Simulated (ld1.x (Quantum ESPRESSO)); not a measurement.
Which change was made? (F, TM semilocal)

ld1.x (Quantum ESPRESSO) 7.5 input, shortened:

```
&input
   title='F', zed=9., rel=1, dft='PBESOL', iswitch=3,
   config='[He] 2s2 2p5'
 /
 &inputp
   pseudotype=1, tm=.true., lloc=1,
   nlcc=.true., new_core_ps=.true., rcore=0.55
 /
2
2S  1  0   2.00   0.00  0.70  0.70  0.0
2P  2  1   5.00   0.00  1.20  1.20  0.0
 &test
   configts(1)='2s2 2p5'
 /
```

Cutoffs, loose and tight: the cutoffs (Ry, on a coarse ladder) from which the occupation-weighted sum of valence levels, in a spherical-Bessel basis at the reference potential, stays within 10 and 1 mRy of its value at 400 Ry. They do not see the model core or the augmentation charge, which bear on the density cutoff. Test errors are all-electron minus pseudo excitation energies from the reference, over the configurations 2s2 2p4; 2s2 2p3; 2s2 2p2; 2s2 2p1; 2s2 2p5.3; 2s1 2p6; 2s2 2p4.5; variants that change the core or the reference have their own tests.

The base gives: outcome: generated; cutoff, loose: 160 Ry; cutoff, tight: 260 Ry; bound ghosts: none; largest test error (meV): +1000.

After one change the result is: outcome: generated; cutoff, loose: 100 Ry; cutoff, tight: 200 Ry; bound ghosts: none; largest test error (meV): +2720. Which change was it?
A. all radii but the core radius scaled by about 0.80 (s 0.56, p 0.96 bohr)
B. all radii but the core radius scaled by about 1.23 (s 0.86, p 1.48 bohr)
C. wave 2s (bound): rc 0.70 bohr becomes 2s (bound): rc 0.88 bohr

B. The others give: all radii but the core radius scaled by about 0.80 (s 0.56, p 0.96 bohr) → outcome: generated; cutoff, loose: 200 Ry; cutoff, tight: 300 Ry; bound ghosts: none; largest test error (meV): +357 | wave 2s (bound): rc 0.70 bohr becomes 2s (bound): rc 0.88 bohr → outcome: generated; cutoff, loose: 110 Ry; cutoff, tight: 200 Ry; bound ghosts: none; largest test error (meV): +1119.
